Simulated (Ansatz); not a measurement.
Reaction (isomerisation): `N[Si](N)(O)O[SiH3]` → `N[Si@H](O)[Si@H](N)O`

Calculated with Ansatz (gas phase, PBE0-D4/def2-TZVP geometries, no zero-point term in ΔE). CBS: MP2 limit from def2 TZ/QZ plus the TZ coupled-cluster correction, frozen cores. DFT in def2-TZVPP. B3LYP here is the variant with VWN-RPA as its local correlation; programs differ in this. Each species was taken in one conformer, which may not be the lowest.

`N[Si](N)(O)O[SiH3]`:

```xyz
14

N     0.885    1.579   -0.254
Si    0.002    0.239   -0.824
N     1.133   -0.872   -1.412
O    -1.046    0.441   -2.070
O    -0.937   -0.214    0.450
Si   -0.774   -0.727    1.991
H     1.550    2.038   -0.854
H     0.470    2.224    0.398
H     0.885   -1.575   -2.086
H     1.996   -1.066   -0.936
H    -1.959    0.589   -1.822
H     0.396   -1.634    2.132
H    -2.009   -1.454    2.378
H    -0.590    0.432    2.907
```

`N[Si@H](O)[Si@H](N)O`:

Cartesian coordinates in Å:
```
N 0.343 -1.135 1.674
Si 0.679 0.449 1.109
O 0.078 1.710 2.004
Si -0.216 0.445 -1.062
N -0.868 -1.124 -1.334
O 0.999 0.947 -2.069
H 0.702 -1.485 2.548
H -0.518 -1.588 1.411
H 2.142 0.662 1.206
H -0.870 1.850 1.979
H -1.392 1.349 -1.250
H -1.562 -1.287 -2.046
H -0.290 -1.938 -1.192
H 0.772 1.145 -2.979
```

Q: Is it downhill or uphill in electronic energy at CCSD(T)/CBS, and by how much? (Best estimate.)

A: Computed: Uphill: ΔE = +39.1 kcal/mol.

Q: What do these levels give: B3LYP-D4, r2SCAN, PBE0, B3LYP, SCS-MP2/def2-TZVPP, MP2/CBS(def2)? (Best estimate.)

A: Computed: B3LYP-D4 38.4, r2SCAN 38.3, PBE0 34.9, B3LYP 38.0, SCS-MP2/def2-TZVPP 41.4, MP2/CBS(def2) 40.0 kcal/mol.

Largest T1 diagnostic among the species: 0.012.

In def2-TZVPP, CCSD(T) changes the Hartree–Fock value by −7.5 kcal/mol (the triples alone add −1.2 kcal/mol) and MP2 by −6.6 kcal/mol. From PBE to PBE0 (25 % exact exchange), in def2-TZVPP and without D4, ΔE moves by +3.8 kcal/mol.
